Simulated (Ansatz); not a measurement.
Relaxed structures of AlGeH₃O, closed shell (PBE0-D4/def2-TZVP; forces vanish, vibrations not checked; lower isomers may exist, and structures with a doubtful reference or unclear bonds are left out; Å). Ansatz 0.2.0; basis: def2-TZVPP; cores frozen in the correlated methods. Filled d shells of the heavier atoms are correlated. The def2 sets are not built for correlating such inner shells, so the correlated values are less sure here.

Rank them by CCSD(T) energy, lowest first, and give each one's height above the lowest. Links in brackets join atoms within 1.22 times the sum of their covalent radii (1.1 for two metals). (Judge from chemistry; the value comes from the calculation.)
A.
AlGeH₃O ([O]1[AlH][GeH2]1)
```
6
angstrom
O 0.9778 -0.4266 0.5123
Al -0.2037 -1.3471 -0.2963
Ge -0.1930 0.9590 0.0146
H -0.4517 -2.8634 -0.6407
H 0.5580 1.9802 -0.8665
H -0.6874 1.6979 1.2766
```
B.
AlGeH₃O ([Al][O][GeH3])
```
6
angstrom
O 0.0946 -0.4041 -0.0367
Al 0.4316 -2.0576 -0.0095
Ge -0.2586 1.3242 -0.0654
H -1.5068 1.5469 -0.9360
H 0.9554 2.0559 -0.6622
H -0.5153 1.7891 1.3781
```
C.
AlGeH₃O ([OH]1[Al][GeH2]1)
```
6
angstrom
O 0.8038 -0.4358 0.5955
Al -0.2143 -1.6460 -0.3051
Ge -0.4027 1.0478 -0.1147
H 1.5644 -0.3349 1.1706
H 0.7735 1.9472 -0.6325
H -0.6446 1.7121 1.2856
```

Computed: B (0.00 kcal/mol), A (31.06 kcal/mol), C (31.88 kcal/mol). Heights count from the lowest.

T1 diagnostic: at most 0.016.

For scale, one of the runs: CCSD(T)/def2-TZVPP, 163 basis functions, launched by `ansatz run in.yaml --threads 2 --pin off --events-out ev --progress --plain --max-ram 4352MiB`. Hardware: 2 CPU threads of an Arm Neoverse V2, shared host. Wall time 28 s; peak host memory 1.2 GiB.
